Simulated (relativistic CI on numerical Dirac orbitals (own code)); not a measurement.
# Electric-dipole lines of Ag XXIII

Computed by Dirac-Coulomb-Breit CI, separate exchange-only KLI orbitals for each configuration, model QED (radiative potential, 1s self-energy scaled to tabulated hydrogen-like ionisation energies), unscaled Slater integrals (own radial code, finite nucleus).

CI space (outside the closed core [Ne]): 3s²3p⁶3d⁷, 3s²3p⁵3d⁸, 3s²3p⁴3d⁹, 3s3p⁶3d⁸, 3p⁶3d⁹, 3s3p⁵3d⁹, 3s²3p⁶3d⁶4s, 3s²3p⁶3d⁶4p, 3s²3p⁶3d⁶4d, 3s²3p⁴3d⁸4s, 3s²3p⁶3d⁶4f, 3s²3p⁵3d⁷4s, 3s²3p⁴3d⁸4p, 3s²3p⁶3d⁵4s², 3s²3p⁵3d⁷4p, 3s²3p⁶3d⁶5s. Levels of other configurations are missing.

| λ vac (nm) | Lower | Upper | A (s⁻¹) | gf | Branching (%) |
| --- | --- | --- | --- | --- | --- |
| 2.5795 | 3s²3p⁶3d⁷ ⁴F9/2 [1] | 3s²3p⁶3d⁶4p ⁴G°11/2 [190] | 5.34e+11 | 6.39e-01 | 94.8 |
| 5.2463 | 3s²3p⁶3d⁷ ²H9/2 [14] | 3s²3p⁵3d⁸ ²F°7/2 [62] | 9.82e+11 | 3.24e+00 | 80.7 |
| 5.3104 | 3s²3p⁶3d⁷ ²H11/2 [9] | 3s²3p⁵3d⁸ ²G°9/2 [58] | 1.17e+12 | 4.95e+00 | 85.0 |
| 5.3333 | 3s²3p⁶3d⁷ ²G7/2 [10] | 3s²3p⁵3d⁸ ²F°5/2 [57] | 8.49e+11 | 2.17e+00 | 73.7 |
| 5.3647 | 3s²3p⁶3d⁷ ²F7/2 [17] | 3s²3p⁵3d⁸ ²D°5/2 [61] | 7.83e+11 | 2.03e+00 | 72.4 |
| 5.4817 | 3s²3p⁵3d⁸ ²F°7/2 [62] | 3s²3p⁴3d⁹ ²D5/2 [200] | 1.46e+12 | 3.94e+00 | 67.6 |
| 5.4843 | 3s²3p⁶3d⁷ ²D5/2 [19] | 3s²3p⁵3d⁸ ²P°3/2 [63] | 7.84e+11 | 1.41e+00 | 69.4 |
| 5.5086 | 3s²3p⁶3d⁷ ²G9/2 [7] | 3s²3p⁵3d⁸ ²F°7/2 [53] | 6.10e+11 | 2.22e+00 | 62.4 |
| 5.5214 | 3s²3p⁵3d⁸ ²H°11/2 [36] | 3s²3p⁴3d⁹ ²G9/2 [102] | 7.48e+11 | 3.42e+00 | 62.5 |
| 5.6679 | 3s²3p⁶3d⁷ ²H9/2 [14] | 3s²3p⁵3d⁸ ²G°7/2 [55] | 2.84e+11 | 1.09e+00 | 41.9 |
| 5.6790 | 3s²3p⁶3d⁷ ²H9/2 [14] | 3s²3p⁵3d⁸ ²H°9/2 [54] | 2.34e+11 | 1.13e+00 | 63.2 |
| 5.7971 | 3s²3p⁶3d⁷ ⁴F7/2 [2] | 3s²3p⁵3d⁸ ⁴F°7/2 [44] | 1.44e+11 | 5.80e-01 | 20.5 |
| 5.8638 | 3s²3p⁶3d⁷ ⁴F9/2 [1] | 3s²3p⁵3d⁸ ²F°7/2 [40] | 1.33e+11 | 5.50e-01 | 32.4 |
| 5.8759 | 3s²3p⁶3d⁷ ⁴F3/2 [5] | 3s²3p⁵3d⁸ ²D°3/2 [47] | 3.42e+11 | 7.07e-01 | 50.4 |
| 5.9596 | 3s²3p⁶3d⁷ ²G9/2 [7] | 3s²3p⁵3d⁸ ⁴F°7/2 [44] | 2.83e+11 | 1.21e+00 | 40.2 |
| 5.9695 | 3s²3p⁵3d⁸ ²G°9/2 [58] | 3s²3p⁴3d⁹ ²F7/2 [152] | 1.45e+12 | 6.19e+00 | 67.8 |
| 6.0171 | 3s²3p⁶3d⁷ ⁴F7/2 [2] | 3s²3p⁵3d⁸ ⁴D°5/2 [39] | 1.99e+11 | 6.47e-01 | 35.5 |
| 6.0502 | 3s²3p⁶3d⁷ ⁴F5/2 [4] | 3s²3p⁵3d⁸ ⁴D°5/2 [39] | 2.26e+11 | 7.46e-01 | 40.4 |
| 6.1690 | 3s²3p⁶3d⁷ ⁴F9/2 [1] | 3s²3p⁵3d⁸ ⁴D°7/2 [30] | 3.94e+11 | 1.80e+00 | 87.3 |
| 6.2231 | 3s²3p⁶3d⁷ ⁴F5/2 [4] | 3s²3p⁵3d⁸ ⁴F°3/2 [34] | 3.34e+11 | 7.77e-01 | 66.5 |
| 6.2296 | 3s²3p⁶3d⁷ ²G9/2 [7] | 3s²3p⁵3d⁸ ²G°9/2 [37] | 1.61e+11 | 9.36e-01 | 39.0 |
| 6.2360 | 3s²3p⁵3d⁸ ⁴F°7/2 [44] | 3s²3p⁴3d⁹ ⁴P5/2 [91] | 7.33e+11 | 2.56e+00 | 51.6 |
| 6.2447 | 3s²3p⁶3d⁷ ⁴F7/2 [2] | 3s²3p⁵3d⁸ ⁴F°5/2 [31] | 2.31e+11 | 8.11e-01 | 54.6 |
| 6.3281 | 3s²3p⁵3d⁸ ²G°9/2 [24] | 3s²3p⁴3d⁹ ⁴D7/2 [82] | 3.49e+11 | 1.68e+00 | 42.8 |
| 6.3331 | 3s²3p⁶3d⁷ ⁴F9/2 [1] | 3s²3p⁵3d⁸ ²G°9/2 [24] | 2.22e+11 | 1.34e+00 | 70.9 |
| 6.3553 | 3s²3p⁶3d⁷ ²H11/2 [9] | 3s²3p⁵3d⁸ ²G°9/2 [37] | 1.48e+11 | 8.99e-01 | 36.0 |
| 6.4428 | 3s²3p⁶3d⁷ ²H11/2 [9] | 3s²3p⁵3d⁸ ²H°11/2 [36] | 1.67e+11 | 1.24e+00 | 92.1 |
| 6.4867 | 3s²3p⁶3d⁷ ⁴F7/2 [2] | 3s²3p⁵3d⁸ ⁴D°7/2 [25] | 1.39e+11 | 7.00e-01 | 75.7 |
| 6.5188 | 3s²3p⁶3d⁷ ⁴F9/2 [1] | 3s²3p⁵3d⁸ ⁴G°9/2 [23] | 1.09e+11 | 6.93e-01 | 82.5 |
| 7.8714 | 3s²3p⁵3d⁸ ⁴G°11/2 [20] | 3s3p⁶3d⁸ ⁴F9/2 [65] | 2.04e+11 | 1.90e+00 | 56.4 |

Terms are leading LS components. Brackets give the number of a level in order of energy, since labels repeat. The list gives strong lines, with weight on those to low levels, without lines whose two gauges differ by over a factor of 2.5, among the lowest 200 of 2739 levels, so that lines to higher ones, which can be the strongest, are missing. Levels whose partners in the same complex of configurations lie outside the list can be far off, and so can their lines. Rates are taken at the computed energies, electric ones in the length gauge.

At this charge energies of transitions that change n are usually good to better than 1 %, and those within a shell (Δn = 0) to a few per cent. Terms inside the open d or f shell come out 10 to 20 % too wide with unscaled integrals.

LS names give the leading component of a level, which can be under half, so a name can repeat, a term be missing and a line seem to break the LS rules.
